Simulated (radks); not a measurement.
The numbers below are computed, except where a source is named.
The nickel ion Ni+ inside a hard spherical wall (all orbitals vanish at R), configuration held at [Ar] 3d9 and not refilled when levels cross. Code: a radial shooting solver on a logarithmic mesh with Libxc functionals. Model: non-relativistic Kohn-Sham, PBE, spin-polarised, spherical densities, point nucleus; open shells are filled with parallel spins first. Eigenvalues in eV for spin up, with the zero of energy where the potential of the charges vanishes at infinity; a dash marks a level that is unbound or too diffuse for the functional's potential to be trusted. A positive occupied level is held by the wall or, in an anion where self-interaction has pushed it up, behind a barrier. The pressure on the wall is -dE/dV.

| R (bohr) | E (hartree) | kinetic (hartree) | e(2p) | e(3s) | e(3p) | e(3d) | e(4s, empty) | e(4p, empty) | pressure (GPa) |
|---|---|---|---|---|---|---|---|---|---|
| free | -1507.78259 | 1506.667 | -842.99 | -111.59 | -74.394 | -13.487 | -11.378 | -6.460 | 0 |
| 20 | -1507.78259 | 1506.667 | -842.99 | -111.59 | -74.394 | -13.487 | -11.378 | -6.460 | < 0.0001 |
| 15 | -1507.78259 | 1506.667 | -842.99 | -111.59 | -74.394 | -13.487 | -11.378 | -6.460 | < 0.0001 |
| 8 | -1507.78254 | 1506.667 | -842.98 | -111.59 | -74.388 | -13.482 | -11.364 | -6.348 | 0.00294 |
| 7 | -1507.78232 | 1506.670 | -842.96 | -111.57 | -74.366 | -13.462 | -11.317 | -6.150 | 0.0219 |
| 4 | -1507.73579 | 1506.944 | -841.03 | -109.83 | -72.667 | -11.835 | -7.716 | 0.011 | 12.0 |
| 3.5 | -1507.66852 | 1507.267 | -839.16 | -108.25 | -71.121 | -10.294 | -4.173 | 4.874 | 39.5 |
| 2 | -1505.21811 | 1517.250 | -809.14 | -86.629 | -49.458 | 14.279 | 64.854 | 83.256 | 3870 |
| 1.5 | -1496.93839 | 1548.026 | -755.74 | -49.949 | -10.672 | 58.572 | 204.46 | 224.94 | 36300 |
